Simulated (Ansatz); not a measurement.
Stretching the Si1–H4 bond in C2H4Si (SMILES C#C[SiH3]) (multiplicity 1 held, fragments rigid). Energies count from the point at 1.479 Å.
Geometry at that point (charge 0, multiplicity 1):
| atom | x (Å) | y (Å) | z (Å) |
|---|---|---|---|
| Si | -0.9456 | -0.0781 | -0.4697 |
| C | 0.6846 | 0.0566 | 0.3401 |
| C | 1.7613 | 0.1455 | 0.8750 |
| H | -1.0538 | 0.9501 | -1.5267 |
| H | -1.0849 | -1.4224 | -1.0694 |
| H | -2.0102 | 0.1295 | 0.5351 |
| H | 2.7115 | 0.2240 | 1.3470 |

Signs of static correlation in cc-pV(D+d)Z, with CASSCF(2,2), from Ansatz (a quantum-chemistry and plane-wave program) runs.

```
R (Å)  T1 of restricted CCSD  ⟨S²⟩ of UHF  largest double amplitude of restricted CCSD  weight of the CASSCF reference in MRCISD  CASSCF natural occupations
-----  ---------------------  -----------  -------------------------------------------  ----------------------------------------  --------------------------
1.183                  0.012        0.000                                        0.060                                     0.877                   1.99 0.01
1.331                  0.012        0.000                                        0.061                                     0.877                   1.99 0.01
1.479                  0.012        0.000                                        0.060                                     0.877                   1.98 0.02
1.626                  0.012        0.000                                        0.061                                     0.877                   1.97 0.03
1.774                  0.013        0.000                                        0.061                                     0.877                   1.96 0.04
1.996                  0.014        0.000                                        0.076                                     0.877                   1.93 0.07
2.218                  0.016        0.210                                        0.135                                     0.877                   1.89 0.11
2.587                  0.023        0.753                                        0.257                                     0.877                   1.78 0.22
2.957                      ?        0.952                                        0.394                                     0.877                   1.61 0.39
3.401                  0.048        1.036                                            ?                                     0.877                   1.39 0.61
3.992                  0.063        1.067                                        0.754                                     0.877                   1.19 0.81
4.731                  0.070        1.074                                        0.886                                     0.877                   1.07 0.93
```

Problem. Complete the blanks.

Solution. 
- 2.957, T1 of restricted CCSD: 0.033
- 3.401, largest double amplitude of restricted CCSD: 0.565

Doubts at one or more of the structures used: a restricted determinant that unrestricted orbitals would lower (R-CCSD(T)/cc-pV(D+d)Z); other coupled-cluster roots lie near (R-CCSD(T)/cc-pV(D+d)Z); T1 above 0.05 (R-CCSD(T)/cc-pV(D+d)Z, U-CCSD(T)/cc-pV(D+d)Z); a spin-contaminated determinant (U-CCSD(T)/cc-pV(D+d)Z).
